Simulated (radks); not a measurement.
Excited configurations of the osmium ion Os2+: one electron is placed in a higher orbital outside [Xe] 4f14 5d5. The ground configuration is [Xe] 4f14 5d6. All-electron calculation, scalar-relativistic Kohn-Sham, PBE, spin-polarised, spherical densities, finite nucleus; open shells are filled with parallel spins first (spin-orbit coupling, left out, can overturn this in heavy ions); Fermi nuclear charge, rms radius 5.4126 fm. Program: a radial shooting solver on a logarithmic mesh with Libxc functionals. Excitation = E - E(ground); binding = E(ion) - E, where the ion is the core of charge +3; n* = 3/sqrt(2 binding) in atomic units, and the quantum defect is n - n*.

5f: excitation (eV) 18.237; binding (eV) 8.548; quantum defect 1.215; <r> (bohr) 5.076
6s: excitation (eV) -0.420; binding (eV) 27.205; quantum defect 3.878; <r> (bohr) 2.529
6f: excitation (eV) 20.979; binding (eV) 5.806; quantum defect 1.408; <r> (bohr) 8.873
7s: excitation (eV) 14.524; binding (eV) 12.261; quantum defect 3.840; <r> (bohr) 5.248
7p: excitation (eV) 16.908; binding (eV) 9.877; quantum defect 3.479; <r> (bohr) 6.222
7d: excitation (eV) 19.921; binding (eV) 6.864; quantum defect 2.776; <r> (bohr) 8.425
7f: excitation (eV) 22.718; binding (eV) 4.067; quantum defect 1.513; <r> (bohr) 13.68

The Delta-SCF ionisation energy is 26.785 eV (NIST Atomic Spectra Database: 25 eV, theoretical). Self-interaction in the functional shifts the binding energies and quantum defects, so they are the method's values and not measured ones. Open shells are spherical and high-spin; term and fine-structure splittings are not resolved. Spin-orbit splitting is averaged out at the scalar-relativistic level. A negative excitation energy means that this level of theory puts the configuration below the NIST ground configuration.
